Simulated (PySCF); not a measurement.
Species: C₄HF₄PS.
Geometry (GFN2-xTB, Å), atoms numbered from 1 in this order:
```xyz
11
C4HF4PS angstrom
F     -0.2854    2.2518    0.1735
C      0.3723    1.1024    0.0840
S      2.0889    1.1555    0.0897
C      2.2475   -0.5478   -0.0393
P      0.8571   -1.5310   -0.1182
C     -0.2187   -0.1207   -0.0117
C     -1.7007   -0.2919   -0.0291
F     -2.2894    0.3361   -1.0584
F     -2.2940    0.1626    1.0852
F     -2.0261   -1.5893   -0.1351
H      3.2539   -0.9250   -0.0666
```

The calculation used TDDFT CAM-B3LYP/def2-SVPD, vertical, gas phase, core orbitals frozen in the response (PySCF).

Ground-to-excited transition dipoles (e·a0, same axes as the geometry; the sign carries no meaning), for the states with f of 0.002 or more among the lowest 7:

| state | E (eV) | μx | μy | μz |
| --- | --- | --- | --- | --- |
| S1 | 4.976 | -0.764 | -0.321 | -0.026 |
| S2 | 5.367 | 0.171 | 0.324 | 0.029 |
| S3 | 5.426 | -0.005 | -0.027 | 0.143 |
| S4 | 5.566 | 0.002 | -0.013 | 0.200 |
| S5 | 6.158 | 0.123 | -1.124 | -0.089 |
| S7 | 6.792 | 0.787 | 0.556 | 0.045 |

Question: Work out the oscillator strengths.

Answer: f = (2/3) ΔE |μ|² with ΔE in hartree (27.2114 eV).

```csv
state,|μ|² (au),|μ| (D),f
S1,0.687,2.11,0.084
S2,0.135,0.94,0.018
S3,0.021,0.37,0.003
S4,0.040,0.51,0.005
S5,1.285,2.88,0.194
S7,0.930,2.45,0.155
```

Question: Label these states by symmetry in Cs.

Answer: Polarised normal to the mirror plane, so A″: S3 and S4. Polarised in the mirror plane, so A′: S1, S2, S5 and S7.

Question: Which bond between heavy atoms lies closest to the direction of the S5 transition dipole?

Answer: S3–C4, at 1° from it; next C7–F10 at 20°.

Question: What angle do the transition dipoles of S2 and S7 make?

Answer: |cos θ| = |μa·μb| / (|μa| |μb|) = 0.89, so θ ≈ 27° (taken between 0 and 90°, since the signs are arbitrary).

Question: How is the summed strength of these states shared among x, y and z?

Answer: (2/3) Σ ΔE μα² gives 0.180 for x, 0.268 for y and 0.010 for z, 0.459 in all.

Question: What peak molar absorption coefficient would the strongest computed level give as a lone Gaussian band 0.5 eV wide at half height?

Answer: ε(max) = 2.175×10⁸ f / FWHM, with the width in cm⁻¹. S5: 2.175×10⁸ × 0.1939 / 4033 ≈ 10000 L mol⁻¹ cm⁻¹.

Cost: about 2 min of CPU time on one thread; the machine was shared, so the figure is rough.
